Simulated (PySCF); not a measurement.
**Energy profile**

The step: SiH₄O ([OH][SiH3]) + BH₂F ([BH2][F]) → BSiH₅O ([BH2][O][SiH3]) + HF; bonds formed: F2–H5; dative contacts that become bonds: B1–O6; bonds broken: B1–F2, H5–O6 (atoms numbered as in the saddle structure below).

```
10
angstrom
B -1.3586 0.1745 -0.0538
F -1.6546 -1.4340 -0.0955
H -2.1451 0.6554 0.7045
H -1.2814 0.5597 -1.1870
H -0.6571 -1.2897 0.3478
O -0.0399 -0.1883 0.5748
Si 1.4650 0.2837 0.0330
H 2.4579 -0.4241 0.8725
H 1.6312 -0.0878 -1.3940
H 1.5826 1.7506 0.1977
```

Electronic energies by CCSD(T) at an estimated basis limit (MP2 extrapolated from triple and quadruple zeta, plus CCSD(T) − MP2 in triple zeta), on PBE0-D4/def2-TZVP structures; BSiH$_{6}$OF, singlet; no counterpoise correction. Computed with PySCF 2.14 with density fitting (its default auxiliary sets; JK sets also for MP2 and CCSD(T)) (basis: def2-TZVPP and def2-QZVPP); correlated methods freeze the cores. Extrapolation: Hartree–Fock as exp(−7.88 √X), correlation as X^−2.97.

Give the profile in eV, counted from the separated reactants. (An estimate is asked for; the value comes from the calculation.)

The calculation gives:
```csv
point,eV
"separated: BH$_{2}$F (linked as [BH2][F]; B1, F2, H3, H4; singlet) + SiH$_{4}$O (linked as [OH][SiH3]; H5, O6, Si7, H8, H9, H10; singlet)",0.000
start structure,-0.361
saddle,0.550
end structure,-0.268
"separated: BSiH$_{5}$O (linked as [BH2][O][SiH3]; B1, H3, H4, O6, Si7, H8, H9, H10; singlet) + HF (F2, H5; singlet)",0.026
```

T1 diagnostic: at most 0.014. The end structure is not quite a true minimum (one mode of 52i cm⁻¹).

The step is the kind of ligand exchange by which a precursor binds to a hydroxyl group, or is hydrolysed, in atomic layer deposition of oxides.

For scale, one of the runs: CCSD(T)/def2-TZVPP, 219 basis functions, launched by `OMP_NUM_THREADS=4 python run.py`. Hardware: 4 CPU threads of an Arm Neoverse V1, shared host. Wall time 12 min; peak host memory 3.5 GiB.
